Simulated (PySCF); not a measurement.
CaGa: energy against distance

Set-up: Ca pcseg-1, Ga pcseg-1; no relativity (PySCF 2.14). Energies in eV from Ca + Ga in their ground configurations at the same level. State: ²Π (doublet), unpaired electrons π ↑.

| R (Å) | HSE06 | ROHF-SCS-MP2 | LDA | PBE |
| --- | --- | --- | --- | --- |
| 2.797 | -0.5457 | 0.0165 | -0.964 | -0.6862 |
| 2.921 | -0.6427 | -0.1320 | -1.027 | -0.7801 |
| 3.015 | -0.6762 | -0.2006 | -1.039 | -0.8117 |
| 3.108 | -0.6848 | -0.2424 | -1.028 | -0.8187 |
| 3.201 | -0.6751 | -0.2643 | -1.001 | -0.8073 |
| 3.326 | -0.6424 | -0.2721 | -0.946 | -0.7718 |
| 3.481 | -0.5823 | -0.2606 | -0.861 | -0.7066 |
| 3.667 | -0.4986 | -0.2315 | -0.747 | -0.6137 |

Task: Put a parabola through the three lowest points of the HSE06 curve and estimate Re, k and ωe (reduced mass 25.3 u; 1 eV/Å² = 0.16022 mdyn/Å; ωe = 1302.8·√(k/μ) cm⁻¹).

Result: Through R = 3.015, 3.108, 3.201 Å the second-order coefficient is 1.06 eV/Å², so Re ≈ 3.105 Å, k ≈ 0.339 mdyn/Å and ωe ≈ 151 cm⁻¹. A polynomial fit of higher order to the unrounded HSE06 energies gives Re = 3.101 Å, k = 0.344 mdyn/Å, ωe = 152 cm⁻¹; anharmonicity and rounding make the difference.

The higher-order fit for each curve: HSE06: Re = 3.101 Å, ωe = 152 cm⁻¹, De = 0.68 eV; ROHF-SCS-MP2: Re = 3.314 Å, ωe = 106 cm⁻¹, De = 0.272 eV; LDA: Re = 3.011 Å, ωe = 167 cm⁻¹, De = 1.04 eV; PBE: Re = 3.093 Å, ωe = 154 cm⁻¹, De = 0.82 eV.

⟨S²⟩ is raised (CaGa 0.95), so spin contamination touches these numbers. Correlated steps freeze 14 core orbitals. Correlated levels converge slowly with the basis: in double zeta they bind strong bonds too weakly, by up to about 1 eV, and carry superposition errors of some tenths. Spin–orbit coupling is left out. The state is the lowest determinant that a PBE0 search found; another state may lie lower at other levels.
